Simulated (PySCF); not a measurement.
C₂H₁₀Si₂, SMILES `[SiH3]C[SiH2]C` (C–Si–C–Si torsion 180°), neutral singlet in the gas phase. 

Z-matrix (Å, degrees):
```
C
H 1 1.1046
H 1 1.1046 2 106.59
Si 1 1.8863 2 108.42 3 116.54
H 4 1.4929 1 110.39 2 -177.75
H 4 1.4929 5 108.35 1 120.98
H 4 1.4938 5 108.31 6 117.29
Si 1 1.8899 2 108.51 3 -116.70
H 8 1.4949 1 109.13 2 178.90
H 8 1.4949 9 107.70 1 -118.34
C 8 1.8855 9 109.79 10 -119.51
H 11 1.1019 8 111.07 9 59.05
H 11 1.1020 12 107.99 8 -121.71
H 11 1.1020 12 107.99 13 -116.56
```
Charge 0, multiplicity 1.

All levels are single points at this geometry (B3LYP-D3(BJ)/def2-SVP); Pople sets use spherical d functions. Orbital energies aren't observables, and empty levels follow the basis.

```csv
level,HOMO (eV),LUMO (eV),gap (eV),dipole (D),"vertical IE, Delta-SCF (eV)"
B3LYP-D3(BJ)/def2-TZVP in PySCF,-8.28,0.25,8.53,1.40,10.29
PBE-D3(BJ)/def2-TZVP in PySCF,-7.25,-0.30,6.95,1.47,9.99
r2SCAN-D4/def2-TZVP in PySCF,-7.53,0.18,7.71,1.49,10.15
B3LYP/6-311+G** in PySCF,-8.30,-0.30,8.01,1.30,–
M06-2X/6-31G* in PySCF,-9.44,1.76,11.20,1.33,–
HF/6-31G* in PySCF,-11.43,4.12,15.55,1.32,9.92
```
